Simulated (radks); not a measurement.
Initial-state core-level shifts of the argon ion Ar+ when its valence configuration changes from [Ne] 3s2 3p5. All-electron calculation, Dirac Kohn-Sham, PBE, spin-unpolarised, spherical densities, point nucleus; open shells fill j = l - 1/2 first. Program: a radial shooting solver on a logarithmic mesh with Libxc functionals. Shifts are changes of the shell-averaged eigenvalues in eV (positive: less bound).

valence,1s,2s,2p
3s1 3p6,-1.263,-1.268,-1.244
3s1.5 3p5.5,-0.639,-0.640,-0.628
